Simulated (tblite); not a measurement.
Species: C5H5F3O2 (charge +1 and doublet state).
Numbering: `[CH3:1][C:2](=[O:3])[O:4][C+:5]([F:6])[CH:7][CH:8]([F:9])[F:10]` (hydrogens: H11, H12, H13 on C1; H14 on C7; H15 on C8)

A start from a force field or distance geometry was refined with GFN2-xTB geometry optimisation, gas phase in tblite 0.8.0. Values at the start:

```csv
coordinate,start
C1–C2,1.490 Å
C1–H11,1.128 Å
C2=O3,1.230 Å
C2–O4,1.391 Å
O4–C5,1.370 Å
C5–F6,1.364 Å
C5–C7,1.511 Å
C7–C8,1.541 Å
C7–H14,1.106 Å
C8–F9,1.388 Å
C8–H15,1.117 Å
C1–C2–O3,125.0°
C1–C2–O4,116.8°
O3–C2–O4,118.2°
O4–C5–F6,123.9°
O4–C5–C7,121.2°
C5–C7–C8,103.1°
C7–C8–F9,107.0°
F9–C8–F10,113.6°
C2–O4–C5–F6,59°
O4–C5–C7–C8,-27°
C5–C7–C8–F9,-114°
```

Task: How do these coordinates change at the GFN2-xTB level?

Result: 
```json
{"coordinate": "C2–O4", "GFN2-xTB (Å or °)": "1.721", "change": "+0.330"}
{"coordinate": "O4–C5", "GFN2-xTB (Å or °)": "1.246", "change": "-0.124"}
{"coordinate": "C5–C7", "GFN2-xTB (Å or °)": "1.404", "change": "-0.107"}
{"coordinate": "C2=O3", "GFN2-xTB (Å or °)": "1.144", "change": "-0.086"}
{"coordinate": "C7–C8", "GFN2-xTB (Å or °)": "1.480", "change": "-0.061"}
{"coordinate": "C1–C2", "GFN2-xTB (Å or °)": "1.433", "change": "-0.057"}
{"coordinate": "C8–F9", "GFN2-xTB (Å or °)": "1.333", "change": "-0.055"}
{"coordinate": "C5–F6", "GFN2-xTB (Å or °)": "1.317", "change": "-0.047"}
{"coordinate": "C1–H11", "GFN2-xTB (Å or °)": "1.092", "change": "-0.036"}
{"coordinate": "C7–H14", "GFN2-xTB (Å or °)": "1.084", "change": "-0.022"}
{"coordinate": "C8–H15", "GFN2-xTB (Å or °)": "1.129", "change": "+0.012"}
{"coordinate": "C5–C7–C8", "GFN2-xTB (Å or °)": "123.1", "change": "+20.0"}
{"coordinate": "C1–C2–O3", "GFN2-xTB (Å or °)": "144.8", "change": "+19.8"}
{"coordinate": "C1–C2–O4", "GFN2-xTB (Å or °)": "101.9", "change": "-14.9"}
{"coordinate": "C7–C8–F9", "GFN2-xTB (Å or °)": "113.5", "change": "+6.5"}
{"coordinate": "F9–C8–F10", "GFN2-xTB (Å or °)": "108.6", "change": "-5.0"}
{"coordinate": "O3–C2–O4", "GFN2-xTB (Å or °)": "113.3", "change": "-4.9"}
{"coordinate": "O4–C5–F6", "GFN2-xTB (Å or °)": "119.1", "change": "-4.8"}
{"coordinate": "O4–C5–C7", "GFN2-xTB (Å or °)": "125.5", "change": "+4.3"}
{"coordinate": "C5–C7–C8–F9", "GFN2-xTB (Å or °)": "146", "change": "-100"}
{"coordinate": "C2–O4–C5–F6", "GFN2-xTB (Å or °)": "21", "change": "-38"}
{"coordinate": "O4–C5–C7–C8", "GFN2-xTB (Å or °)": "4", "change": "+31"}
```

The energy falls by 49.6 kcal/mol over 132 L-BFGS steps, the largest force on an atom goes from 5.82 to 0.009 eV/Å, and the atoms move by 0.705 Å rms after alignment. The bond that changes most is C2–O4 (ends: carbon bonded to C and 2 O; oxygen bonded to 2 C), which lengthens by 0.330 Å. Bonds longer at the end by more than 0.005 Å: 3 of 14; shorter: 11. Among the dihedrals that turn most is C5–C7–C8–F10, from 121° to 20°. Rotational constants go from 1880, 785.7, 633.4 to 2353, 735.2, 585.2 MHz.

Its GFN2-xTB frequencies are all real (lowest 19 cm⁻¹).

One conformer stands for the species.

The numbers are calculated, not measured.
